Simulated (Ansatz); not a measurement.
This geometry of AlFH4SSi (8 atoms, charge 0, multiplicity 1) is a first-order saddle point.

Level of theory: RKS PBE0-D4/def2-SVP in Ansatz.

```xyz
8
Properties=species:S:1:pos:R:3
F -1.466 -0.916 1.338
Si 0.025 -0.608 0.738
Al -0.014 1.599 -0.356
S 0.664 -2.180 -0.575
H 0.994 -0.754 1.868
H 1.088 1.927 -1.454
H -1.121 2.675 0.025
H -0.078 -1.802 -1.639
```

(1) Which two structures does it join? (They come from a converged band through this point; their orientation in space is the band's.)

(2) How far does it lie above each of them?

## Answers

(1) No bond is made or broken. The dihedral S4–Si2–Al3–H7 goes from -116 to 60°. The two ends are copies of one structure, up to a mirror image or an exchange of like atoms.

Image 0:

```xyz
8
Properties=species:S:1:pos:R:3
F -1.496 -1.585 0.649
Si -0.161 -0.649 0.780
Al -0.370 1.483 -0.392
S 1.530 -1.556 -0.199
H 0.259 -0.669 2.212
H -0.571 1.374 -1.968
H -0.174 2.892 0.318
H 1.075 -1.347 -1.455
```

Image 6:

```xyz
8
Properties=species:S:1:pos:R:3
F -1.525 -1.542 0.693
Si -0.162 -0.643 0.787
Al -0.334 1.492 -0.383
S 1.475 -1.593 -0.243
H 0.298 -0.676 2.207
H -0.018 2.885 0.315
H -0.625 1.400 -1.946
H 0.983 -1.381 -1.486
```

(2) 0.064 eV above the first and 0.064 eV above the second. This is the barrier of this one path; another mechanism may lie lower.

The run took 2.6 min on 1 CPU thread of a shared host.
